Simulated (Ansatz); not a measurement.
Ru₃⁺. Charge 1, multiplicity 2. Geometry r2SCAN-D4/def2-TZVP, that of the neutral singlet.

| atom | x (Å) | y (Å) | z (Å) |
| --- | --- | --- | --- |
| Ru1 | -0.885 | 0.337 | -0.902 |
| Ru2 | -0.230 | -1.012 | 0.795 |
| Ru3 | 1.115 | 0.675 | 0.107 |

In the def2 sets Ru takes a core potential; there is no spin–orbit coupling. At PBE-D4/def2-TZVP, r2SCAN-D4/def2-TZVP, PBE0-D4/def2-TZVP the charge 1 doublet is spin-contaminated (final ⟨S²⟩ up to 3.84, 0.75 for a pure state). Another isomer (singlet) lies 0.18 eV lower at PBE-D4/def2-TZVP.

(1) Estimate the α-spin orbital energies around the gap (eV) in Ansatz with PBE-D4/def2-TZVP, r2SCAN-D4/def2-TZVP, PBE0-D4/def2-TZVP.

Results:

(1) 
```tsv
orbital	PBE-D4/def2-TZVP	r2SCAN-D4/def2-TZVP	PBE0-D4/def2-TZVP
HOMO−5	-11.56	-11.42	-12.14
HOMO−4	-10.99	-11.06	-11.91
HOMO−3	-10.57	-10.82	-11.67
HOMO−2	-10.28	-10.57	-11.52
HOMO−1	-10.09	-10.33	-11.42
HOMO	-9.83	-9.81	-10.99
LUMO	-9.43	-9.02	-7.88
LUMO+1	-9.26	-8.75	-7.72
LUMO+2	-9.05	-8.31	-7.42
LUMO+3	-8.48	-8.25	-7.22
LUMO+4	-7.72	-7.43	-6.74
LUMO+5	-7.40	-6.94	-6.42
β HOMO	-9.87	-9.84	-10.74
β LUMO	-9.32	-8.83	-7.83
```
